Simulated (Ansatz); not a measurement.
`B[SiH2]O[SiH2]F` + `OCF` → `FCO[SiH2]F` + `B[SiH2]O`  (ligand exchange at the Si–O bond)

Gas-phase electronic energies from Ansatz, PBE0-D4/def2-TZVP geometries. CCSD(T)/CBS adds triple-zeta CCSD(T) − MP2 to the extrapolated MP2 energy (def2 sets, frozen cores). DFT in def2-TZVPP. B3LYP here is the variant with VWN-RPA as its local correlation; programs differ in this. Each species was taken in one conformer, which may not be the lowest.

```tsv
level	ΔE (kJ/mol)	difference from CCSD(T)/CBS
PBE-D4	27.1	-2.4
r2SCAN-D4	27.9	-1.6
B3LYP-D4	30.0	0.5
ωB97X-V	28.0	-1.5
ωB97M-V	27.8	-1.7
B2PLYP	28.0	-1.5
r2SCAN	27.4	-2.1
B3LYP	27.5	-2.0
HF/def2-TZVPP	32.3	2.8
SCS-MP2/def2-TZVPP	29.0	-0.5
CCSD/def2-TZVPP	29.6	0.1
CCSD(T)/def2-TZVPP	28.9	-0.6
SCS-MP2/def2-QZVPP	29.7	0.2
HF/CBS(def2)	33.3	3.8
MP2/CBS(def2)	29.1	-0.4
CCSD/CBS(def2)	30.2	0.7
CCSD(T)/CBS	29.5	0
```

Largest T1 diagnostic among the species: 0.012.

In def2-TZVPP, CCSD(T) changes the Hartree–Fock value by −3.4 kJ/mol (the triples alone add −0.7 kJ/mol) and MP2 by −3.8 kJ/mol.
